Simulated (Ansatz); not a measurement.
Relaxation of GeH₄O₂ (7 atoms, charge 0, multiplicity 1), to a largest force component of 0.03 eV/Å in at most 50 steps.

The calculation used RKS PBE-D4/def2-SVP in Ansatz 0.2.0.

```xyz
7
Properties=species:S:1:pos:R:3
Ge 0.106 -0.005 0.109
H 0.534 -0.033 1.580
H 1.630 0.044 -0.006
O -0.714 1.460 -0.510
H -1.623 1.215 -0.770
O -0.773 -1.446 -0.512
H -1.172 -1.931 0.236
```

**Question.** Where does it end, and by what steps?

**Answer.** The run converged. The force dipped under the threshold on the way, but the program's further checks kept it going. After 16 steps the energy has fallen by 0.754 eV; H2 moved furthest, 0.53 Å.

```
step  energy less start (eV)  largest force component (eV/Å)  accepted
   0                  0.0000                           1.738       yes
   1                 -0.5424                           0.740       yes
   2                 -0.7174                           0.412       yes
   3                 -0.7281                           0.266       yes
   4                 -0.7386                           0.044       yes
   5                 -0.7403                           0.037       yes
   6                 -0.7473                           0.235       yes
   7                 -0.7514                           0.026       yes
   8                 -0.7446                           0.710        no
   9                 -0.7520                           0.170       yes
  10                 -0.7503                           0.129        no
  11                 -0.7531                           0.045       yes
  12                 -0.7531                           0.118        no
  13                 -0.7535                           0.013       yes
  14                 -0.7538                           0.062       yes
  15                 -0.7532                           0.156        no
  16                 -0.7541                           0.015       yes
```

```xyz
7
Properties=species:S:1:pos:R:3
Ge 0.196 -0.038 0.140
H 0.030 0.103 1.685
H 1.636 0.029 -0.394
O -0.653 1.310 -0.693
H -1.557 1.433 -0.349
O -0.430 -1.643 -0.378
H -1.232 -1.890 0.117
```

Whether the end is a true minimum wasn't checked by a vibrational analysis.

Time of the run: 31 s on 1 thread of Arm Neoverse V2, on a shared host, peak memory 0.14 GiB.
